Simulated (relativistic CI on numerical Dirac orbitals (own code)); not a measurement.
Ru2+: M2,3 absorption edge

Computed with this model: Dirac-Coulomb-Breit CI, orbitals from a KLI potential per configuration, QED by a radiative potential, valence Slater integrals scaled by 0.8, multiplet model of core-to-valence dipole absorption; configurations [Kr] 4d6 → [Ne] 3s2 3p5 3d10 4s2 4p6 4d7; 80 K; Lorentzian 2 eV and Gaussian 0.4 eV FWHM. Energies are those of the free ion, without screening or charge transfer. The branching ratio is the share of the lower-energy edge in the whole absorption, uncertain by about 0.02 where the edges overlap. S is read from ⟨S²⟩ = S(S + 1).

Field parameters in Wybourne normalisation: Oh B⁴₀ = 21Dq, B⁴₄ = √(5/14) B⁴₀. The field is a parameter set, without covalency.

free ion: ground-state S = 1.99, centroid 468.73 eV, branching ratio 0.832. Peaks (eV, height): 464.8 (100), 487.2 (22).

Oh, 10Dq = 10650 cm⁻¹: ground-state S = 1.99, centroid 469.34 eV, branching ratio 0.811. Peaks (eV, height): 464.8 (100), 487.2 (24).

Oh, 10Dq = 16550 cm⁻¹: ground-state S = 0.10, centroid 469.82 eV, branching ratio 0.793. Peaks (eV, height): 465.0 (100), 487.8 (27).

Oh, 10Dq = 22500 cm⁻¹: ground-state S = 0.04, centroid 470.85 eV, branching ratio 0.766. Peaks (eV, height): 465.5 (100), 488.0 (32).

Oh, 10Dq = 28400 cm⁻¹: ground-state S = 0.02, centroid 471.58 eV, branching ratio 0.753. Peaks (eV, height): 466.0 (100), 488.5 (34).

Oh, 10Dq = 34350 cm⁻¹: ground-state S = 0.02, centroid 472.19 eV, branching ratio 0.745. Peaks (eV, height): 466.5 (100), 489.0 (36).

The statistical ratio of this edge is 2/3 = 0.667. Values above it arise where the holes sit mainly in the j = l + 1/2 valence subshell or the ground state has high spin; values below it where core-valence Coulomb terms move weight to the upper edge, as in nearly empty shells.

Strongest unbroadened transitions for Oh, 10Dq = 22500 cm⁻¹:

```
Energy (eV)  Relative strength
     465.06               19.3
     465.60              100.0
     466.19                0.3
     466.31                0.5
     466.94                0.1
     467.61                0.2
     468.12                0.2
     468.18                0.2
     468.40                0.4
     468.92                0.1
     468.93                0.2
     470.07                0.1
     470.30                0.1
     471.71                0.1
     488.08               36.6
     489.22                0.2
     490.61                0.1
     492.58                0.3
```
